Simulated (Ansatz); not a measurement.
Computed with Ansatz on PBE0-D4/def2-TZVP structures; ΔE is electronic, products minus reactants. CCSD(T)/CBS is the MP2 limit (def2-TZVPP, def2-QZVPP) plus CCSD(T) − MP2 in def2-TZVPP, frozen cores. This one scheme is used for every species. Functionals use def2-TZVPP. Elements past krypton have def2 core potentials. For Se, Sn outer-core shells are correlated without core-valence functions, which leaves a few kJ/mol of doubt a bond. Scalar relativity is left out up to krypton. One conformer a species, not always the lowest.

`C=C[Se][Sn]([CH3])([CH3])[CH3]` + `C[SiH3]` → `C=C[Se][SiH2]C` + `[CH3][SnH]([CH3])[CH3]`  (formal exchange of groups at the Se–Sn bond)

`C=C[Se][Sn]([CH3])([CH3])[CH3]`:

Cartesian coordinates in Å:
```
C 3.015 1.936 0.246
C 1.699 1.876 0.104
Se 0.511 1.403 1.520
Sn -0.723 -0.406 0.210
C -1.457 0.474 -1.601
C -2.316 -1.058 1.482
C 0.675 -1.969 -0.217
H 3.506 1.659 1.172
H 3.642 2.279 -0.571
H 1.226 2.162 -0.831
H -2.074 -0.249 -2.139
H -2.058 1.353 -1.368
H -0.627 0.769 -2.243
H -2.981 -0.223 1.704
H -2.887 -1.845 0.987
H -1.912 -1.450 2.416
H 1.558 -1.543 -0.695
H 0.228 -2.708 -0.885
H 0.977 -2.458 0.709
```

`C[SiH3]`:

Z-matrix (Å, degrees):
```
C
Si 1 1.871
H 1 1.092 2 110.8
H 1 1.092 2 110.8 3 -120.0
H 1 1.092 2 110.8 3 120.0
H 2 1.488 1 110.7 3 -179.9
H 2 1.488 1 110.7 3 -59.9
H 2 1.488 1 110.7 3 60.1
```

`C=C[Se][SiH2]C`:

Cartesian coordinates in Å:
```
C -0.381 1.976 -1.596
C 0.876 1.756 -1.237
Se 1.561 0.414 -0.082
Si -0.365 -0.677 0.472
C 0.126 -2.059 1.624
H -0.614 2.792 -2.271
H -1.214 1.377 -1.249
H 1.676 2.385 -1.612
H -1.309 0.270 1.126
H -1.019 -1.198 -0.759
H 0.604 -1.666 2.523
H -0.760 -2.624 1.926
H 0.819 -2.747 1.135
```

`[CH3][SnH]([CH3])[CH3]`:

Z-matrix (Å, degrees):
```
C
Sn 1 2.145
H 1 1.091 2 110.4
H 1 1.091 2 110.4 3 120.2
H 1 1.091 2 110.0 3 -119.9
C 2 2.145 1 109.6 3 -180.0
C 2 2.145 1 109.6 3 59.7
H 2 1.719 1 109.3 3 -60.1
H 6 1.091 2 110.4 1 59.6
H 6 1.091 2 110.4 1 179.8
H 6 1.091 2 110.0 1 -60.3
H 7 1.091 2 110.0 1 60.2
H 7 1.091 2 110.4 1 -59.7
H 7 1.091 2 110.4 1 -179.9
```

```csv
level,ΔE (kJ/mol),difference from CCSD(T)/CBS
PBE-D4,25.1,-8.3
r2SCAN-D4,25.4,-8.0
ωB97X-V,26.9,-6.5
ωB97M-V,26.7,-6.7
PBE,22.8,-10.6
PBE0,23.0,-10.4
CCSD(T)/def2-TZVPP,28.3,-5.1
MP2/def2-QZVPP,35.7,2.3
HF/CBS(def2),33.8,0.4
CCSD/CBS(def2),33.0,-0.4
CCSD(T)/CBS,33.4,0
```

Largest T1 diagnostic among the species: 0.011.

The D4 term adds +3.2 kJ/mol with B3LYP and +2.7 kJ/mol with PBE0; it sums over pairs of atoms, weighted by their polarisabilities, and B3LYP, whose exchange is more repulsive, gets the larger term.

B3LYP here is the variant with VWN-RPA as its local correlation; programs differ in this.
